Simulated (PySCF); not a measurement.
B2H4NO, CH4BO, BH4O2Si, Al2BH4 and others (calculated)

All values are calculated (PySCF 2.14.0). Calculation on a computer-drawn molecule: the log of a Hartree-Fock and frozen-core CCSD(T) single point meant for a local Hartree-Fock minimum, with one planted fault or none, to be diagnosed. Offsets are logged minus clean, where the clean run is the same molecule without the fault. The reference is restricted for singlets and unrestricted otherwise, and also for a bond in bohr or an excited solution. Adding or removing an electron swaps singlet and doublet. The excited solution moves the top pair (singlet) or top alpha electron (doublet) to the lowest empty orbital. Highest occupied and lowest empty are orbital energies over both spins, largest force is the largest gradient component, triples share is (T) over the correlation energy, the T1 limit is 0.02 restricted and 0.045 unrestricted, electrons count all cores, a negative frequency is imaginary (commonest isotopes), and the dipole is about the centre of nuclear charge.

Common to all runs: meant charge 0; meant multiplicity 2; logged SCF converged yes; logged CC converged yes; logged SCF stable within its kind yes; possible faults no fault, one electron removed, one electron added, multiplicity raised by two, geometry at a saddle point, SCF held on an excited solution, minimal basis STO-3G, one bond length entered in bohr, all coordinates scaled.

(1) 
```xyz
8
formula=B2H4NO meant_basis=cc-pVDZ logged_electrons=29 logged_basis_functions=76 logged_spin_squared=0.7534 logged_highest_occupied=-8.6718 logged_lowest_empty=3.1312 logged_largest_force=2.311e-05 logged_lowest_frequency=117.49 logged_T1_diagnostic=0.016283 logged_D1_diagnostic=0.047756 logged_triples_share=0.026251 logged_dipole_magnitude=2.3624 logged_energy_HF=-181.09231 logged_energy_CCSD(T)=-181.63572 planted_fault=no_fault HF_energy_offset_from_clean_run=0 CCSD(T)_energy_offset_from_clean_run=0
B      1.9935    -1.4113    -2.3627
O      1.1855    -0.6712    -1.5980
B     -0.0754    -0.9976    -1.1118
N     -0.7363    -0.0598    -0.3283
H      3.0716    -1.0065    -2.7180
H     -0.5765    -2.0567    -1.3616
H     -1.6422    -0.2204     0.0555
H     -0.3399     0.8303    -0.1065
```

Units: logged_highest_occupied, logged_lowest_empty in eV; logged_largest_force in hartree/bohr; logged_lowest_frequency in cm⁻¹; logged_dipole_magnitude in debye; logged_energy_HF, logged_energy_CCSD(T) in hartree; HF_energy_offset_from_clean_run, CCSD(T)_energy_offset_from_clean_run in kcal/mol.

Drawn bonds:
```tsv
atom	other atom	order
1	2	1
2	3	1
3	4	1
1	5	1
3	6	1
4	7	1
4	8	1
```

(2) 
```xyz
7
formula=CH4BO meant_basis=cc-pVDZ logged_electrons=23 logged_basis_functions=19 logged_spin_squared=0.7584 logged_highest_occupied=-6.9263 logged_lowest_empty=8.5017 logged_largest_force=0.02018 logged_T1_diagnostic=0.019301 logged_D1_diagnostic=0.077035 logged_triples_share=0.026375 logged_dipole_magnitude=1.3126 logged_energy_HF=-137.90443 logged_energy_CCSD(T)=-138.06749 planted_fault=minimal_basis_STO-3G HF_energy_offset_from_clean_run=1136 CCSD(T)_energy_offset_from_clean_run=1307
B     -0.6492    -2.1816     0.0086
O     -0.4809    -1.7074     1.2341
C     -1.1638    -0.5896     1.7648
H     -1.4082    -1.7160    -0.8072
H     -0.4304     0.1602     2.0574
H     -1.8513    -0.1630     1.0340
H     -1.7185    -0.9064     2.6466
```

Units: logged_highest_occupied, logged_lowest_empty in eV; logged_largest_force in hartree/bohr; logged_dipole_magnitude in debye; logged_energy_HF, logged_energy_CCSD(T) in hartree; HF_energy_offset_from_clean_run, CCSD(T)_energy_offset_from_clean_run in kcal/mol.

Drawn bonds:
```tsv
atom	other atom	order
1	2	1
2	3	1
1	4	1
3	5	1
3	6	1
3	7	1
```

(3) 
```xyz
8
formula=BH4O2Si meant_basis=cc-pV(D+d)Z logged_electrons=38 logged_basis_functions=85 logged_spin_squared=0 logged_highest_occupied=-17.436 logged_lowest_empty=-6.6067 logged_largest_force=0.12987 logged_T1_diagnostic=0.021164 logged_D1_diagnostic=0.069077 logged_triples_share=0.027038 logged_dipole_magnitude=7.7439 logged_energy_HF=-465.47032 logged_energy_CCSD(T)=-466.05097 planted_fault=one_electron_removed HF_energy_offset_from_clean_run=177.8 CCSD(T)_energy_offset_from_clean_run=174
B     -1.8705     1.7206     0.8847
O     -0.7880     1.0216     0.5324
Si     0.7907     1.3749     0.1492
O      0.9997     1.3294    -1.4718
H     -2.9449     1.2015     1.0539
H      1.5958     0.3449     0.8223
H      1.1291     2.7349     0.5788
H      0.8867     0.5153    -1.9391
```

Units: logged_highest_occupied, logged_lowest_empty in eV; logged_largest_force in hartree/bohr; logged_dipole_magnitude in debye; logged_energy_HF, logged_energy_CCSD(T) in hartree; HF_energy_offset_from_clean_run, CCSD(T)_energy_offset_from_clean_run in kcal/mol.

Drawn bonds:
```tsv
atom	other atom	order
1	2	1
2	3	1
3	4	1
1	5	1
3	6	1
3	7	1
4	8	1
```

Notes: T1 above single-reference limit.

(4) 
```xyz
7
formula=Al2BH4 meant_basis=cc-pV(D+d)Z logged_electrons=35 logged_basis_functions=80 logged_spin_squared=1.7882 logged_highest_occupied=-7.5976 logged_lowest_empty=0.30854 logged_largest_force=0.0068168 logged_T1_diagnostic=0.032349 logged_D1_diagnostic=0.12475 logged_triples_share=0.026405 logged_dipole_magnitude=0.43801 logged_energy_HF=-510.67353 logged_energy_CCSD(T)=-510.89632 planted_fault=one_bond_length_entered_in_bohr,row_2_of_the_drawn_bonds HF_energy_offset_from_clean_run=46.43 CCSD(T)_energy_offset_from_clean_run=59.66
B     -3.0854    -0.9432     0.5549
Al    -1.7309    -0.7003    -0.9725
Al     2.1104     2.4078    -0.5622
H     -3.8531    -1.0619     1.4579
H     -2.0097    -1.5735    -2.2713
H      3.5153     1.9387     0.0135
H      2.0123     3.9310    -1.0044
```

Units: logged_highest_occupied, logged_lowest_empty in eV; logged_largest_force in hartree/bohr; logged_dipole_magnitude in debye; logged_energy_HF, logged_energy_CCSD(T) in hartree; HF_energy_offset_from_clean_run, CCSD(T)_energy_offset_from_clean_run in kcal/mol.

Drawn bonds:
```tsv
atom	other atom	order
1	2	1
2	3	1
1	4	1
2	5	1
3	6	1
3	7	1
```

(5) 
```xyz
9
formula=AlB2H5N meant_basis=cc-pV(D+d)Z logged_electrons=35 logged_basis_functions=90 logged_spin_squared=1.5627 logged_highest_occupied=-7.3191 logged_lowest_empty=0.59163 logged_largest_force=0.0084257 logged_T1_diagnostic=0.056098 logged_D1_diagnostic=0.23705 logged_triples_share=0.036345 logged_dipole_magnitude=2.1642 logged_energy_HF=-348.49692 logged_energy_CCSD(T)=-348.93434 planted_fault=one_bond_length_entered_in_bohr,row_5_of_the_drawn_bonds HF_energy_offset_from_clean_run=60.54 CCSD(T)_energy_offset_from_clean_run=63.64
B     -1.0079    -2.0067    -1.7495
Al     0.2682    -0.4142    -1.4442
B      0.2907     0.7233     0.4010
N      1.1629     1.7944     0.5801
H     -1.7475    -2.9256    -1.9197
H      2.0939     0.2017    -3.7641
H     -0.4391     0.4794     1.3330
H      1.1950     2.3364     1.4204
H      1.8177     2.1019    -0.1090
```

Units: logged_highest_occupied, logged_lowest_empty in eV; logged_largest_force in hartree/bohr; logged_dipole_magnitude in debye; logged_energy_HF, logged_energy_CCSD(T) in hartree; HF_energy_offset_from_clean_run, CCSD(T)_energy_offset_from_clean_run in kcal/mol.

Drawn bonds:
```tsv
atom	other atom	order
1	2	1
2	3	1
3	4	1
1	5	1
2	6	1
3	7	1
4	8	1
4	9	1
```

Notes: T1 above single-reference limit.

(6) 
```xyz
9
formula=AlB2H5N meant_basis=cc-pV(D+d)Z logged_electrons=34 logged_basis_functions=90 logged_spin_squared=0 logged_highest_occupied=-16.038 logged_lowest_empty=-6.3744 logged_largest_force=0.05394 logged_T1_diagnostic=0.016373 logged_D1_diagnostic=0.054018 logged_triples_share=0.026315 logged_dipole_magnitude=7.6103 logged_energy_HF=-348.37065 logged_energy_CCSD(T)=-348.7931 planted_fault=one_electron_removed HF_energy_offset_from_clean_run=167 CCSD(T)_energy_offset_from_clean_run=175.7
B      0.8740    -1.0649    -2.6458
Al    -0.3582     0.2524    -1.6578
N     -0.5490     1.9318    -2.3039
B      0.0833     2.4446    -3.4490
H      1.5889    -1.8374    -3.1979
H     -1.1535    -0.1391    -0.3518
H     -1.1513     2.5789    -1.8265
H      0.8253     1.7297    -4.0814
H     -0.0976     3.5782    -3.8127
```

Units: logged_highest_occupied, logged_lowest_empty in eV; logged_largest_force in hartree/bohr; logged_dipole_magnitude in debye; logged_energy_HF, logged_energy_CCSD(T) in hartree; HF_energy_offset_from_clean_run, CCSD(T)_energy_offset_from_clean_run in kcal/mol.

Drawn bonds:
```tsv
atom	other atom	order
1	2	1
2	3	1
3	4	1
1	5	1
2	6	1
3	7	1
4	8	1
4	9	1
```
